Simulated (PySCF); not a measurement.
## EPR parameters of C6H11O2

C₆H₁₁O₂ (doublet state).
Structure used (GFN2-xTB), in Å, numbered top down from 1:
```
atom  x, y, z in Å
C1    -1.0526    1.1142   -0.2851
C2    -1.9801    0.0330    0.0853
C3    -1.3570   -1.3366   -0.2378
C4    -0.0250   -1.4522    0.4980
C5     0.9290   -0.3797    0.0131
O6     1.3353   -0.2738   -1.1206
O7     1.4329    0.3248    1.0484
C8     2.4075    1.3024    0.7240
H9    -0.7784    1.8735    0.4216
H10   -0.8093    1.2708   -1.3190
H11   -2.2207    0.0803    1.1488
H12   -2.9148    0.1189   -0.4839
H13   -2.0309   -2.1412    0.0600
H14   -1.1742   -1.4086   -1.3107
H15    0.4343   -2.4205    0.2899
H16   -0.1603   -1.3426    1.5738
H17    1.9325    2.1689    0.2578
H18    2.8804    1.5893    1.6599
H19    3.1417    0.8885    0.0297
```

The hyperfine couplings belong to this conformer and change with its torsions.

Identity: `O=C(CCC[CH2])OC` [radical].

Theory: PySCF, UKS B3LYP, pcH-1 on C H O, non-relativistic, mean-field spin-orbit, GIAO. Geometry: GFN2-xTB, one conformer, isolated molecule. Couplings are sensitive to structure, and on GFN2-xTB geometries they can be far from those on DFT ones. No stability test was run, so a lower SCF solution isn't excluded.

```
g1, g2, g3        : 2.00218, 2.00292, 2.00336
g_iso             : 2.00282
Form of g         : rhombic: the two nearest values differ by 38 % of g3 − g1
⟨S²⟩              : 0.7543 (exact 0.7500)
α and β electrons : 32, 31
Total energy      : -385.68331 Eh
```

Isotropic coupling and dipolar principal values T1 to T3, in 10⁻⁴ cm⁻¹; ρ(0) is the spin density at the nucleus (1 × 10⁻⁴ cm⁻¹ = 2.998 MHz):

```csv
atom,isotope,a_iso,T1,T2,T3,Mulliken spin population,ρ(0) (bohr⁻³)
C1,13C,34.9,-26.2,-26.0,52.2,1.01,0.0930
C2,13C,-10.2,-0.8,-0.1,0.9,-0.08,-0.0273
C3,13C,18.9,-1.6,-1.3,3.0,0.04,0.0503
C4,13C,1.4,-0.6,-0.1,0.6,0.00,0.0038
C5,13C,-2.0,-0.6,0.1,0.5,-0.01,-0.0054
O6,17O,-3.2,-7.5,3.7,3.8,0.06,0.0160
O7,17O,-2.3,-2.5,1.2,1.3,0.01,0.0112
C8,13C,0.0,-0.2,-0.1,0.3,0.00,-0.0001
H9,1H,-19.9,-12.7,-0.2,12.9,-0.04,-0.0134
H10,1H,-19.7,-12.4,-0.5,12.9,-0.04,-0.0132
H11,1H,0.9,-1.7,-1.3,3.0,0.00,0.0006
H12,1H,37.9,-1.8,-1.0,2.8,0.05,0.0254
H13,1H,0.5,-1.1,-0.6,1.7,0.00,0.0004
H14,1H,-1.1,-1.3,-0.8,2.2,0.00,-0.0008
H15,1H,-1.5,-0.6,-0.4,1.0,0.00,-0.0010
H16,1H,0.0,-0.8,-0.7,1.5,0.00,0.0000
H17,1H,0.6,-0.8,-0.7,1.5,0.00,0.0004
H18,1H,0.1,-0.3,-0.3,0.6,0.00,0.0000
H19,1H,0.3,-0.4,-0.3,0.8,0.00,0.0002
```

The largest Mulliken spin populations are on C1 (+1.01), C2 (-0.08) and O6 (+0.06). C1 is the only atom above +0.15. The positive populations add up to 1.18 and the negative ones to -0.18, together 2S = 1. The angles at C1 add up to 358.7°, so it is planar; its axial dipolar tensor and the negative couplings of its protons fit spin in a p orbital normal to that plane.

Axes: g2 points within 13° of the C1–C2 bond.

Under fast tumbling the dipolar parts average out, and these isotropic splittings remain: 2 × 1H (H9/H10, I = 1/2, 3 lines) with 2.12 mT, 2 × 1H (H11/H12, I = 1/2, 3 lines) with 2.08 mT, 2 × 1H (H15/H16, I = 1/2, 3 lines) with 0.08 mT, 3 × 1H (H17/H18/H19, I = 1/2, 4 lines) with 0.03 mT and 2 × 1H (H13/H14, I = 1/2, 3 lines) with 0.03 mT.

Nuclei that the bonding pattern makes equivalent are averaged, as if the motion that swaps them (rotation, inversion, ring flip) were fast. The 1H value of +58.2 MHz is a mean of couplings from 2.8 to 113.6 MHz in this one geometry, not an average over conformers.

The 13C coupling of C1 (104.6 MHz) shows only in satellite lines or after enrichment, since that isotope makes up about 1.07 % of natural carbon.

The 17O coupling of O6 (-9.7 MHz) shows only in satellite lines or after enrichment, since that isotope makes up about 0.038 % of natural oxygen.

The spin density at the nucleus, in bohr⁻³, is negative for C2 (-0.0273), H9/H10 (-0.0133) and C5 (-0.0054), for instance. A restricted open-shell determinant has no negative spin density anywhere; here it arises because α and β orbitals differ (spin polarisation).
